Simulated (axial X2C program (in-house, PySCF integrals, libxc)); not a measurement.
**Testing model relations on LiPd**

A bond curve at the PBE0 level, two-component, was computed with an in-house all-electron X2C program for linear molecules (integrals from PySCF) (basis Pd dyall-cv3z [12s12p8d5f3g], Li dyall-cv3z [7s8p2d] (cores contracted in-house)) for the state Ω = 1/2 (⟨Sz⟩ = 0.50, ⟨Lz⟩ = 0.00 at PBE0). Its fit gives Re = 2.2382 Å, ωe = 400.6 cm⁻¹, ωexe = 2.81 cm⁻¹ and αe = 5.619e-03 cm⁻¹; the masses are 105.9035 and 7.0160 u. Two-component means X2C with spin–orbit coupling and atomic mean-field Coulomb and Gaunt terms.

**Question.** Find the reduced mass, Be and the force constant.

**Answer.** From the PBE0 values: μ = 6.5801 u. Be = 16.8576/(μ Re²) = 0.5114 cm⁻¹. k = 5.8918×10⁻⁷ μ ωe² = 0.622 mdyn/Å.

**Question.** Estimate De from a Morse curve and compare with the computed well depth of 1.421 eV to Pd + Li.

**Answer.** De(Morse) = ωe²/(4ωexe) = 1.770 eV against 1.421 eV computed, a ratio of 1.25. The extrapolation overshoots: the well softens faster than a Morse curve, or the lowest atomic limit lies below the one to which the curve heads.

**Question.** The dipole moment p changes by 1.87 D/Å at Re. What harmonic infrared intensity follows?

**Answer.** I = 42.256 × (dp/dR)²/μ = 22 km/mol.

**Question.** A Morse curve ties αe to the other constants (Pekeris). How well does that hold?

**Answer.** αe(Morse) = 6Be²/ωe × (√(ωexe/Be) − 1) = 5.265e-03 cm⁻¹; the PBE0 curve gives 5.619e-03 cm⁻¹, a ratio of 0.94.

**Question.** Where do the fundamental and the first overtone lie?

**Answer.** ν(1←0) = ωe − 2ωexe = 395.0 cm⁻¹; ν(2←0) = 2ωe − 6ωexe = 784.3 cm⁻¹.

One determinant describes the state; a PBE0 search over occupations chose it and may have missed a lower one. Dissociation energies refer to the lowest single-determinant-based atoms at the same level and basis. Density functionals use the spin component along the axis (collinear).
